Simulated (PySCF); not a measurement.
**Polarisability and C₆ of Be+ (beryllium, charge +1)**

[He] 2s1, 2S determinant. Calculation: PySCF 2.14, in aug-cc-pV5Z; no relativity, point nucleus. Coupled (time-dependent) response in atomic units; α is the mean over directions.

```json
{"method": "LC-wPBE", "mean α (bohr³)": "23.14", "C₆ (like pair)": "63.48", "S(−4)": "987.9"}
{"method": "B97-3", "mean α (bohr³)": "22.52", "C₆ (like pair)": "60.88", "S(−4)": "942.7"}
```

S(−4) is the Cauchy moment in α(ω) = α(0) + S(−4) ω² + …

α(iu) at LC-wPBE:

| u (hartree) | α(iu) (bohr³) |
| --- | --- |
| 0 | 23.14 |
| 0.0500 | 20.91 |
| 0.100 | 16.29 |
| 0.200 | 8.840 |
| 0.300 | 5.192 |
| 0.500 | 2.398 |
| 0.750 | 1.254 |
| 1.00 | 0.7871 |
| 1.50 | 0.4096 |
| 2.00 | 0.2606 |
| 3.00 | 0.1413 |
| 5.00 | 0.06660 |

For an ion, C₆ is the dispersion term alone; charge-induced terms of lower order in 1/R come first.
